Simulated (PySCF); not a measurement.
**BrF: energy against distance**

Set-up: Br def2-TZVPP, F def2-TZVPP; no relativity (PySCF 2.14). Energies in eV from Br + F in their ground configurations at the same level. State: ¹Σ⁺ (singlet), closed shell.

All columns are ωB97M-V. A positive dipole means Br(−)F(+).

| R (Å) | E (eV) | μ (D) | Mulliken charge on Br (basis-dependent) | HOMO (eV) | LUMO (eV) | Mayer bond order | ⟨S²⟩ |
| --- | --- | --- | --- | --- | --- | --- | --- |
| 1.512 | -1.353 | -0.41 | 0.21 | -10.37 | 1.08 | 0.91 | 0.00 |
| 1.582 | -2.092 | -0.75 | 0.22 | -10.63 | 0.50 | 0.93 | 0.00 |
| 1.653 | -2.495 | -1.05 | 0.23 | -10.86 | -0.11 | 0.94 | 0.00 |
| 1.705 | -2.638 | -1.26 | 0.24 | -11.02 | -0.57 | 0.94 | 0.00 |
| 1.758 | -2.679 | -1.46 | 0.25 | -11.17 | -1.02 | 0.94 | 0.00 |
| 1.811 | -2.641 | -1.64 | 0.26 | -11.31 | -1.45 | 0.94 | 0.00 |
| 1.881 | -2.502 | -1.86 | 0.27 | -11.48 | -2.00 | 0.94 | 0.00 |
| 1.969 | -2.230 | -2.12 | 0.28 | -11.67 | -2.63 | 0.93 | 0.00 |
| 2.074 | -1.821 | -2.39 | 0.29 | -11.86 | -3.30 | 0.93 | 0.00 |
| 2.215 | -1.215 | -2.70 | 0.29 | -12.08 | -4.05 | 0.93 | 0.00 |

A fit through these points gives, at Re = 1.757 Å, μ = -1.45 D and dμ/dR = -3.58 D/Å; the reduced mass is 15.31 u.

**Question.** How strong is the fundamental in the double-harmonic approximation, I = 42.26·(dμ/dR)²/μred km/mol?

**Answer.** I = 42.26·(-3.58)²/15.31 = 35.4 km/mol at ωB97M-V.
